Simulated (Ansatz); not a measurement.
## Nudged elastic band run: H2SSe2

Input:

```yaml
crystal:
  periodic: [false, false, false]
  atoms:
    - { symbol: Se, position_ang: [-1.58304, -0.762422, -0.754382] }
    - { symbol: S, position_ang: [-0.227618, -0.671043, 1.003078] }
    - { symbol: Se, position_ang: [1.854599, -0.366303, 0.291385] }
    - { symbol: H, position_ang: [-1.864212, 0.687586, -0.829371] }
    - { symbol: H, position_ang: [1.820272, 1.112183, 0.289289] }
basis:
  gaussian: { orbitals: def2-SVP }
hamiltonian:
  xc: r2scan
  dispersion: d4
neb:
  order_check: false
  images: 7
  f_tol: 0.03
  max_iterations: 60
  initial_path: idpp
  optimiser: lbfgs
  climbing: true
  final_atoms:
    - { symbol: Se, position_ang: [-1.38134097, -0.58251229, -1.03144576] }
    - { symbol: S, position_ang: [-0.17152095, -0.69822266, 0.82880519] }
    - { symbol: Se, position_ang: [1.44229254, 0.82674791, 0.74253854] }
    - { symbol: H, position_ang: [-2.31985527, 0.45944323, -0.56422316] }
    - { symbol: H, position_ang: [2.43042564, -0.00545518, 0.02432419] }
```

Launched with:

```bash
$ ansatz run input.yaml --threads 2 --pin off --max-ram 3072MiB --backend cpu --events-out ev --progress --plain --runs-dir out
```

Output, in part (warnings, iteration lines):

```
NEB end point (image 0): max|allowed force component| = 1.776e-3 eV/Å (the criterion of neb.relax_end_points is 1.000e-2)
NEB end point (image 8): max|allowed force component| = 7.963e-3 eV/Å (the criterion of neb.relax_end_points is 1.000e-2)
NEB iter   1: max|band force component| = 2.112e0 eV/Å  barrier→ = 0.7069 eV  barrier← = 0.7076 eV  Δτ_max = 0.0355 Å  (240 SCF iters)
NEB iter   2: max|band force component| = 1.208e0 eV/Å  barrier→ = 0.5863 eV  barrier← = 0.5869 eV  Δτ_max = 0.0770 Å  (206 SCF iters)
NEB iter   3: max|band force component| = 4.568e-1 eV/Å  barrier→ = 0.4738 eV  barrier← = 0.4744 eV  CI = image 4  Δτ_max = 0.0067 Å  (213 SCF iters)
NEB iter   4: max|band force component| = 4.074e-1 eV/Å  barrier→ = 0.4673 eV  barrier← = 0.4679 eV  CI = image 4  Δτ_max = 0.1277 Å  (187 SCF iters)
NEB iter   5: max|band force component| = 6.457e-1 eV/Å  barrier→ = 0.4376 eV  barrier← = 0.4382 eV  CI = image 4  Δτ_max = 0.0135 Å  (210 SCF iters)
NEB iter   6: max|band force component| = 3.673e-1 eV/Å  barrier→ = 0.4193 eV  barrier← = 0.4199 eV  CI = image 4  Δτ_max = 0.0332 Å  (192 SCF iters)
NEB iter   7: max|band force component| = 3.383e-1 eV/Å  barrier→ = 0.4026 eV  barrier← = 0.4032 eV  CI = image 4  Δτ_max = 0.0242 Å  (195 SCF iters)
NEB iter   8: max|band force component| = 2.628e-1 eV/Å  barrier→ = 0.3929 eV  barrier← = 0.3935 eV  CI = image 4  Δτ_max = 0.0755 Å  (189 SCF iters)
NEB iter   9: max|band force component| = 5.109e-1 eV/Å  barrier→ = 0.3827 eV  barrier← = 0.3833 eV  CI = image 4  Δτ_max = 0.0099 Å  (190 SCF iters)
NEB iter  10: max|band force component| = 2.099e-1 eV/Å  barrier→ = 0.3741 eV  barrier← = 0.3747 eV  CI = image 4  Δτ_max = 0.0118 Å  (183 SCF iters)
NEB iter  11: max|band force component| = 1.694e-1 eV/Å  barrier→ = 0.3700 eV  barrier← = 0.3706 eV  CI = image 4  Δτ_max = 0.0154 Å  (184 SCF iters)
NEB iter  12: max|band force component| = 2.945e-1 eV/Å  barrier→ = 0.3671 eV  barrier← = 0.3678 eV  CI = image 4  Δτ_max = 0.0056 Å  (187 SCF iters)
NEB iter  13: max|band force component| = 1.330e-1 eV/Å  barrier→ = 0.3641 eV  barrier← = 0.3647 eV  CI = image 4  Δτ_max = 0.0096 Å  (168 SCF iters)
NEB iter  14: max|band force component| = 1.591e-1 eV/Å  barrier→ = 0.3622 eV  barrier← = 0.3628 eV  CI = image 4  Δτ_max = 0.0036 Å  (184 SCF iters)
NEB iter  15: max|band force component| = 1.435e-1 eV/Å  barrier→ = 0.3610 eV  barrier← = 0.3616 eV  CI = image 4  Δτ_max = 0.0164 Å  (155 SCF iters)
NEB iter  16: max|band force component| = 2.185e-1 eV/Å  barrier→ = 0.3592 eV  barrier← = 0.3598 eV  CI = image 4  Δτ_max = 0.0042 Å  (185 SCF iters)
NEB iter  17: max|band force component| = 1.199e-1 eV/Å  barrier→ = 0.3573 eV  barrier← = 0.3579 eV  CI = image 4  Δτ_max = 0.0089 Å  (155 SCF iters)
NEB iter  18: max|band force component| = 1.486e-1 eV/Å  barrier→ = 0.3560 eV  barrier← = 0.3566 eV  CI = image 4  Δτ_max = 0.0034 Å  (179 SCF iters)
NEB iter  19: max|band force component| = 1.313e-1 eV/Å  barrier→ = 0.3550 eV  barrier← = 0.3556 eV  CI = image 4  Δτ_max = 0.0130 Å  (156 SCF iters)
NEB iter  20: max|band force component| = 1.775e-1 eV/Å  barrier→ = 0.3537 eV  barrier← = 0.3543 eV  CI = image 4  Δτ_max = 0.0034 Å  (183 SCF iters)
NEB iter  21: max|band force component| = 1.083e-1 eV/Å  barrier→ = 0.3524 eV  barrier← = 0.3530 eV  CI = image 4  Δτ_max = 0.0086 Å  (158 SCF iters)
NEB iter  22: max|band force component| = 1.393e-1 eV/Å  barrier→ = 0.3514 eV  barrier← = 0.3520 eV  CI = image 4  Δτ_max = 0.0032 Å  (183 SCF iters)
NEB iter  23: max|band force component| = 1.167e-1 eV/Å  barrier→ = 0.3504 eV  barrier← = 0.3510 eV  CI = image 4  Δτ_max = 0.0105 Å  (155 SCF iters)
NEB iter  24: max|band force component| = 1.473e-1 eV/Å  barrier→ = 0.3495 eV  barrier← = 0.3501 eV  CI = image 4  Δτ_max = 0.0029 Å  (181 SCF iters)
NEB iter  25: max|band force component| = 9.680e-2 eV/Å  barrier→ = 0.3486 eV  barrier← = 0.3492 eV  CI = image 4  Δτ_max = 0.0082 Å  (157 SCF iters)
NEB iter  26: max|band force component| = 1.368e-1 eV/Å  barrier→ = 0.3477 eV  barrier← = 0.3483 eV  CI = image 4  Δτ_max = 0.0031 Å  (177 SCF iters)
NEB iter  27: max|band force component| = 1.034e-1 eV/Å  barrier→ = 0.3469 eV  barrier← = 0.3475 eV  CI = image 4  Δτ_max = 0.0086 Å  (155 SCF iters)
NEB iter  28: max|band force component| = 1.236e-1 eV/Å  barrier→ = 0.3461 eV  barrier← = 0.3468 eV  CI = image 4  Δτ_max = 0.0024 Å  (175 SCF iters)
NEB iter  29: max|band force component| = 8.633e-2 eV/Å  barrier→ = 0.3455 eV  barrier← = 0.3461 eV  CI = image 4  Δτ_max = 0.0078 Å  (155 SCF iters)
NEB iter  30: max|band force component| = 1.336e-1 eV/Å  barrier→ = 0.3448 eV  barrier← = 0.3454 eV  CI = image 4  Δτ_max = 0.0029 Å  (176 SCF iters)
NEB iter  31: max|band force component| = 9.165e-2 eV/Å  barrier→ = 0.3440 eV  barrier← = 0.3447 eV  CI = image 4  Δτ_max = 0.0072 Å  (155 SCF iters)
NEB iter  32: max|band force component| = 1.045e-1 eV/Å  barrier→ = 0.3435 eV  barrier← = 0.3441 eV  CI = image 4  Δτ_max = 0.0021 Å  (173 SCF iters)
NEB iter  33: max|band force component| = 7.693e-2 eV/Å  barrier→ = 0.3430 eV  barrier← = 0.3436 eV  CI = image 4  Δτ_max = 0.0074 Å  (155 SCF iters)
NEB iter  34: max|band force component| = 1.297e-1 eV/Å  barrier→ = 0.3425 eV  barrier← = 0.3431 eV  CI = image 4  Δτ_max = 0.0028 Å  (170 SCF iters)
NEB iter  35: max|band force component| = 8.127e-2 eV/Å  barrier→ = 0.3418 eV  barrier← = 0.3424 eV  CI = image 4  Δτ_max = 0.0061 Å  (156 SCF iters)
NEB iter  36: max|band force component| = 8.883e-2 eV/Å  barrier→ = 0.3413 eV  barrier← = 0.3419 eV  CI = image 4  Δτ_max = 0.0018 Å  (164 SCF iters)
NEB iter  37: max|band force component| = 6.847e-2 eV/Å  barrier→ = 0.3409 eV  barrier← = 0.3416 eV  CI = image 4  Δτ_max = 0.0070 Å  (145 SCF iters)
NEB iter  38: max|band force component| = 1.251e-1 eV/Å  barrier→ = 0.3406 eV  barrier← = 0.3412 eV  CI = image 4  Δτ_max = 0.0026 Å  (172 SCF iters)
NEB iter  39: max|band force component| = 7.203e-2 eV/Å  barrier→ = 0.3399 eV  barrier← = 0.3405 eV  CI = image 4  Δτ_max = 0.0053 Å  (156 SCF iters)
NEB iter  40: max|band force component| = 7.573e-2 eV/Å  barrier→ = 0.3396 eV  barrier← = 0.3402 eV  CI = image 4  Δτ_max = 0.0016 Å  (155 SCF iters)
NEB iter  41: max|band force component| = 6.082e-2 eV/Å  barrier→ = 0.3393 eV  barrier← = 0.3399 eV  CI = image 4  Δτ_max = 0.0066 Å  (145 SCF iters)
NEB iter  42: max|band force component| = 1.205e-1 eV/Å  barrier→ = 0.3390 eV  barrier← = 0.3396 eV  CI = image 4  Δτ_max = 0.0025 Å  (174 SCF iters)
NEB iter  43: max|band force component| = 6.380e-2 eV/Å  barrier→ = 0.3384 eV  barrier← = 0.3390 eV  CI = image 4  Δτ_max = 0.0045 Å  (156 SCF iters)
NEB iter  44: max|band force component| = 6.466e-2 eV/Å  barrier→ = 0.3381 eV  barrier← = 0.3387 eV  CI = image 4  Δτ_max = 0.0013 Å  (156 SCF iters)
NEB iter  45: max|band force component| = 5.389e-2 eV/Å  barrier→ = 0.3379 eV  barrier← = 0.3385 eV  CI = image 4  Δτ_max = 0.0065 Å  (144 SCF iters)
NEB iter  46: max|band force component| = 1.150e-1 eV/Å  barrier→ = 0.3377 eV  barrier← = 0.3383 eV  CI = image 4  Δτ_max = 0.0023 Å  (176 SCF iters)
NEB iter  47: max|band force component| = 5.643e-2 eV/Å  barrier→ = 0.3372 eV  barrier← = 0.3378 eV  CI = image 4  Δτ_max = 0.0039 Å  (156 SCF iters)
NEB iter  48: max|band force component| = 5.525e-2 eV/Å  barrier→ = 0.3370 eV  barrier← = 0.3376 eV  CI = image 4  Δτ_max = 0.0065 Å  (156 SCF iters)
NEB iter  49: max|band force component| = 1.452e-1 eV/Å  barrier→ = 0.3371 eV  barrier← = 0.3377 eV  CI = image 4  Δτ_max = 0.0028 Å  (172 SCF iters)
NEB iter  50: max|band force component| = 5.505e-2 eV/Å  barrier→ = 0.3363 eV  barrier← = 0.3369 eV  CI = image 4  Δτ_max = 0.0031 Å  (155 SCF iters)
NEB iter  51: max|band force component| = 4.961e-2 eV/Å  barrier→ = 0.3361 eV  barrier← = 0.3367 eV  CI = image 4  Δτ_max = 0.0040 Å  (155 SCF iters)
NEB iter  52: max|band force component| = 1.074e-1 eV/Å  barrier→ = 0.3361 eV  barrier← = 0.3367 eV  CI = image 4  Δτ_max = 0.0021 Å  (160 SCF iters)
NEB iter  53: max|band force component| = 4.726e-2 eV/Å  barrier→ = 0.3357 eV  barrier← = 0.3363 eV  CI = image 4  Δτ_max = 0.0031 Å  (154 SCF iters)
NEB iter  54: max|band force component| = 4.362e-2 eV/Å  barrier→ = 0.3356 eV  barrier← = 0.3362 eV  CI = image 4  Δτ_max = 0.0049 Å  (155 SCF iters)
NEB iter  55: max|band force component| = 1.164e-1 eV/Å  barrier→ = 0.3356 eV  barrier← = 0.3362 eV  CI = image 4  Δτ_max = 0.0023 Å  (162 SCF iters)
NEB iter  56: max|band force component| = 4.397e-2 eV/Å  barrier→ = 0.3352 eV  barrier← = 0.3358 eV  CI = image 4  Δτ_max = 0.0026 Å  (153 SCF iters)
NEB iter  57: max|band force component| = 4.229e-2 eV/Å  barrier→ = 0.3350 eV  barrier← = 0.3356 eV  CI = image 4  Δτ_max = 0.0037 Å  (155 SCF iters)
NEB iter  58: max|band force component| = 9.558e-2 eV/Å  barrier→ = 0.3351 eV  barrier← = 0.3357 eV  CI = image 4  Δτ_max = 0.0019 Å  (155 SCF iters)
NEB iter  59: max|band force component| = 4.054e-2 eV/Å  barrier→ = 0.3347 eV  barrier← = 0.3353 eV  CI = image 4  Δτ_max = 0.0026 Å  (144 SCF iters)
NEB iter  60: max|band force component| = 3.567e-2 eV/Å  barrier→ = 0.3346 eV  barrier← = 0.3352 eV  CI = image 4  Δτ_max = 0.0040 Å  (153 SCF iters)
Error: NEB band did not converge after 60 iterations: max|band force component| = 3.57e-2 eV/Å (threshold 3.0e-2); raise `neb.max_iterations` in a new run, which can start from the last band evaluated (`neb.initial_path`, with `crystal.atoms` and `neb.final_atoms` set to its first and last images), …
```

It did not converge within its limit. The band didn't meet its force threshold, so its energies are provisional: the largest band force was still 0.04 eV/Å, and over the last iterations the top stayed at 0.34 eV.

Final band (atoms are numbered from 1 in the order of the input):

| image | path coordinate (Å) | energy (eV) | dihedral Se1–S2–Se3–H5 (°) |
| --- | --- | --- | --- |
| 0 | 0.00 | 0.00 | 89 |
| 1 | 0.34 | 0.04 | 72 |
| 2 | 0.68 | 0.14 | 52 |
| 3 | 1.03 | 0.27 | 28 |
| 4 | 1.37 | 0.33 | 3 |
| 5 | 1.77 | 0.26 | -25 |
| 6 | 2.17 | 0.13 | -50 |
| 7 | 2.57 | 0.03 | -71 |
| 8 | 2.97 | 0.00 | -87 |

Time of the run: 20 min on 2 threads of Arm Neoverse V1 (shared host), peak memory 0.17 GiB.
